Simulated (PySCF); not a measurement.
From results back to the method.

Species: CH₇NO₂Si₂.
InChI=1S/CH7NO2Si2/c2-6(1-3)4-5/h1,6H,2H2,5H3/t6-/m0/s1

The closed-shell ground state was solved 7 times with PySCF (density fitting, gas phase), always in the pcSseg-1 basis (151 functions), with these functionals: B97-2, BP86, CAM-B3LYP, HF, LC-wPBE, PBE0 and wB97X-D. Geometry: PBE0-D3(BJ)/def2-SVP, one conformer, isolated molecule.

```json
{"row": "P", "total energy (Eh)": "-826.6071", "HOMO (eV)": "-5.64", "LUMO (eV)": "-2.81", "dipole (D)": "1.46"}
{"row": "Q", "total energy (Eh)": "-826.0227", "HOMO (eV)": "-7.02", "LUMO (eV)": "-1.58", "dipole (D)": "1.53"}
{"row": "R", "total energy (Eh)": "-826.2173", "HOMO (eV)": "-9.70", "LUMO (eV)": "0.93", "dipole (D)": "1.56"}
{"row": "S", "total energy (Eh)": "-824.0162", "HOMO (eV)": "-10.77", "LUMO (eV)": "2.58", "dipole (D)": "1.83"}
{"row": "T", "total energy (Eh)": "-826.4715", "HOMO (eV)": "-8.42", "LUMO (eV)": "-0.31", "dipole (D)": "1.58"}
{"row": "U", "total energy (Eh)": "-826.4773", "HOMO (eV)": "-6.76", "LUMO (eV)": "-1.64", "dipole (D)": "1.53"}
{"row": "V", "total energy (Eh)": "-826.4548", "HOMO (eV)": "-8.92", "LUMO (eV)": "0.32", "dipole (D)": "1.58"}
```

**Question.** Which functional belongs to which row?

**Answer.** P = BP86, Q = PBE0, R = LC-wPBE, S = HF, T = CAM-B3LYP, U = B97-2, V = wB97X-D. By rising HOMO–LUMO gap: BP86 (GGA) 2.83 eV; B97-2 (global hybrid, 21 % exact exchange) 5.12 eV; PBE0 (global hybrid, 25 % exact exchange) 5.44 eV; CAM-B3LYP (range-separated hybrid) 8.11 eV; wB97X-D (range-separated hybrid) 9.24 eV; LC-wPBE (range-separated hybrid) 10.63 eV; HF (all exact exchange) 13.35 eV. Total energies of different functionals aren't bounds to one another; each is stationary for its own functional.

The values belong to the conformer `[NH2:1][Si@H:2]([CH:3]=[O:4])[O:5][SiH3:6]`: N1–Si2–C3–O4 -3°, N1–Si2–O5–Si6 20°, H–N1–Si2–C3 5°, H–N1–Si2–C3 -163°.

wB97X-D is run here without its empirical dispersion term; that term would change no orbital, density or response property at a fixed geometry.
